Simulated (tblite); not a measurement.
Species: C6H10OSSi.
Geometry (GFN2-xTB, Å), atoms numbered from 1 in this order:
```
atom  x, y, z in Å
C1     2.5177    1.4628   -0.4106
S2     2.2161   -0.3083   -0.0954
Si3    0.1241   -0.2137    0.4244
C4    -0.1920    0.4941    2.1611
C5    -0.7322   -1.8761    0.0530
C6    -1.6684   -1.5755   -1.0683
C7    -1.7240   -0.3495   -1.5919
C8    -0.8385    0.6581   -1.0061
O9    -0.7240    1.8022   -1.3984
H10    2.5479    1.9931    0.5353
H11    3.4797    1.5310   -0.9067
H12    1.7365    1.8631   -1.0478
H13   -1.2473    0.4607    2.4154
H14    0.3569   -0.0681    2.9116
H15    0.1294    1.5299    2.2217
H16   -0.0424   -2.6631   -0.2533
H17   -1.2896   -2.2759    0.9001
H18   -2.2868   -2.3804   -1.4424
H19   -2.3731   -0.0752   -2.4091
```

Computed with GFN2-xTB (tblite): harmonic, unscaled wavenumbers at the GFN2-xTB geometry, gas phase. Against measured fundamentals such values can be off by several per cent, at times by over 20. One conformer, not necessarily the lowest.

Harmonic wavenumbers (cm⁻¹): 48.4, 59.4, 80.6, 99.4, 125.9, 127.9, 147.0, 160.7, 214.0, 272.6, 358.0, 397.3, 494.7, 538.8, 609.6, 660.6, 703.8, 720.4, 740.1, 773.8, 805.9, 822.8, 831.7, 914.7, 952.0, 966.2, 987.3, 1081.3, 1085.3, 1144.9, 1244.5, 1309.2, 1324.9, 1358.2, 1440.8, 1448.7, 1456.1, 1462.5, 1467.0, 1635.6, 1705.8, 2973.0, 2995.8, 3034.2, 3039.2, 3040.6, 3041.1, 3050.1, 3054.2, 3063.2, 3093.3.

A = 1546, B = 962.7, C = 846.5 MHz; mass 158.022 u (most abundant isotopes); point group C1, symmetry number 1.

Problem. What is the zero-point energy?

Solution. Half the sum of the wavenumbers: 31582 cm⁻¹ = 90.30 kcal/mol.

Problem. What is S at 200 K and 1 bar for an ideal gas of classical rigid rotors and harmonic oscillators?

Solution. Translation 39.12, rotation 28.73, vibration 26.29: S = 94.1 cal/(mol K).

Problem. And Cp and H(200 K) − H(0)?

Solution. Cp = 32.95 cal/(mol K), of which vibrations give 25.01 (their classical limit is 51 R = 101.3); H(200 K) − H(0) = 4.37 kcal/mol without the zero-point energy, 2.78 from vibrations.

Problem. Blend soft modes into free rotors: weight 1/[1 + (100 cm⁻¹/ν̃)⁴] for the oscillator and the rest for a rotor with moment μB/(μ + B), μ = h/(8π²ν), B = 10⁻⁴⁴ kg m². What vibrational entropy results?

Solution. 24.44 cal/(mol K) in place of 26.29, which changes −T·S at 200 K by +0.37 kcal/mol.

Problem. What must be added to the electronic energy to get the Gibbs energy at 200 K and 1 bar?

Solution. ZPE + [H(200 K) − H(0)] − T·S = 90.30 + 4.37 − 18.83 = 75.84 kcal/mol.

Hindered rotation and anharmonicity are outside this model. Other conformers, if any are populated, would add a mixing term that is left out. The structure is chiral; the term R ln 2 for an equal mix with its mirror image is left out.
